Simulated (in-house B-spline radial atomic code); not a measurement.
**Excitations of Se⁴⁺ by several methods**

Full response, energies in eV; labels give the largest channel, * marks a mixed state, a dash one above the method's threshold, and an imaginary frequency an unstable closed-shell reference. Computed with a B-spline radial code for spherical atoms: linear response of the closed shell [Ar] 3d10 4s2 with each method's own kernel (bare exchange for TDHF, static screening on G0W0 levels for BSE, the adiabatic kernel for functionals); scalar-relativistic (spin-free one-electron X2C), finite nucleus, no spin-orbit coupling, no double excitations, S, P, D and F terms only; shells from n = 2 respond. Only terms of natural parity with L up to 3 were computed.

```csv
method,4s → 4p 3P,4s → 4p 1P,4s → 4d 3D,α (bohr³)
TDHF,9.537,15.658,30.59,5.405
BSE on G0W0@HF,11.068,16.518,32.73,4.857
LDA VWN5,12.183,16.926,31.72,4.63
PBE,11.816,16.741,31.08,4.744
PBE0,?,?,?,?
B3LYP (VWN-RPA),11.607,16.712,31.13,4.759
CAM-B3LYP,11.543,16.669,31.27,4.776
LC-wPBE,11.259,16.361,31.34,4.924
wB97X,12.369,16.604,32.30,4.805
HSE06,?,?,?,?
BHandHLYP,11.048,16.377,31.04,4.951
BLYP,11.864,16.958,30.98,4.63
PBEsol,11.679,16.666,31.10,4.779
BP86,11.736,16.716,31.16,4.755
LDA exchange-only,11.429,16.893,30.78,4.656
B97-1,11.952,16.496,31.69,4.881
RPBE,11.512,16.542,30.78,4.858
OLYP,10.811,16.327,30.20,4.979
```

What does HSE06 give?

4s → 4p 3P: 11.459; 4s → 4p 1P: 16.482; 4s → 4d 3D: 31.19; α: 4.885 (eV, bohr³).

What does PBE0 give?

4s → 4p 3P: 11.357; 4s → 4p 1P: 16.417; 4s → 4d 3D: 31.09; α: 4.924 (eV, bohr³).
